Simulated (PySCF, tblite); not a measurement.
Isomers of C8H14F2, one GFN2-xTB conformer each. Single-point energies are computed at PBE0/pcSseg-1 (PySCF, gas phase, no added dispersion term), electronic only.

Question: Rank them by PBE0/pcSseg-1 energy, lowest first (kJ/mol).
A. `[CH2:1]=[C:2]([CH2:3][CH3:4])[C:5]([CH3:6])([CH3:7])[CH:8]([F:9])[F:10]` with C1–C2–C3–C4 -12°, C1–C2–C5–C6 -13°, C2–C5–C8–F9 172°
B. `[F:1][CH2:2][C@@H:3]1[CH2:4][CH2:5][CH2:6][CH2:7][C@H:8]([F:9])[CH2:10]1` with F1–C2–C3–C4 60°, C2–C3–C4–C5 165°, C3–C4–C5–C6 90°, C4–C5–C6–C7 -40°, C5–C6–C7–C8 -39°
C. `[F:1][C@H:2]1[CH2:3][CH2:4][CH2:5][C@@H:6]([F:7])[CH2:8][CH2:9][CH2:10]1` with F1–C2–C3–C4 -173°, C2–C3–C4–C5 44°, C3–C4–C5–C6 -100°, C4–C5–C6–F7 -59°
D. `[CH3:1]/[C:2]([F:3])=[C:4](/[CH2:5][F:6])[C:7]([CH3:8])([CH3:9])[CH3:10]` with C2–C4–C5–F6 118°
E. `[CH3:1][C@@H:2]1[CH2:3][CH2:4][C@H:5]([C:6]([CH3:7])([F:8])[F:9])[CH2:10]1` with C4–C5–C6–C7 180°, C1–C2–C3–C4 -162°, C2–C3–C4–C5 24°, C3–C4–C5–C6 124°, C4–C5–C10–C2 -26°

Answer: E (0.0), C (63.0), B (65.3), A (114.3), D (146.7).

As drawn, the lowest has two fluorines on one carbon, which the highest lacks; the highest has a C=C bond outside aromatic rings and a quaternary carbon, which the lowest lacks. Neighbours under 10 kJ/mol apart (F[C@H]1CCC[C@@H](F)CCC1 and FC[C@@H]1CCCC[C@H](F)C1) can change places with a better method, another conformer or zero-point energy. GFN2-xTB itself gives, in the same order: 0.0, 50.3, 37.6, 137.9, 132.1. Both levels put the same isomer lowest; measured from each level's own lowest isomer, the values differ by up to 27.7 kJ/mol (FC[C@@H]1CCCC[C@H](F)C1: 37.6 against 65.3).

Q: Which frontier levels, dipoles and rotational constants go with these structures?

A: 
```csv
SMILES,"HOMO (eV, PBE0/pcSseg-1)",LUMO (eV),dipole (D),"A, B, C (MHz)"
C[C@@H]1CC[C@H](C(C)(F)F)C1,-8.84,1.14,2.34,"2515, 824.4, 737.4"
F[C@H]1CCC[C@@H](F)CCC1,-8.47,1.12,1.22,"2097, 947.0, 764.9"
FC[C@@H]1CCCC[C@H](F)C1,-8.74,1.22,2.64,"1697, 966.1, 706.9"
C=C(CC)C(C)(C)C(F)F,-7.43,0.31,1.69,"1887, 974.7, 776.8"
C/C(F)=C(/CF)C(C)(C)C,-7.04,0.17,2.43,"1462, 1194, 801.0"
```

Q: What happens when harmonic zero-point energies from GFN2-xTB frequencies are added?

A: 
| SMILES | ZPE (kJ/mol) | electronic (kJ/mol) | with ZPE (kJ/mol) |
| --- | --- | --- | --- |
| C[C@@H]1CC[C@H](C(C)(F)F)C1 | 540.9 | 0.0 | 0.0 |
| F[C@H]1CCC[C@@H](F)CCC1 | 548.2 | 63.0 | 70.3 |
| FC[C@@H]1CCCC[C@H](F)C1 | 547.1 | 65.3 | 71.5 |
| C=C(CC)C(C)(C)C(F)F | 533.4 | 114.3 | 106.9 |
| C/C(F)=C(/CF)C(C)(C)C | 533.4 | 146.7 | 139.3 |

The zero-point energies span 14.8 kJ/mol. The order is unchanged.
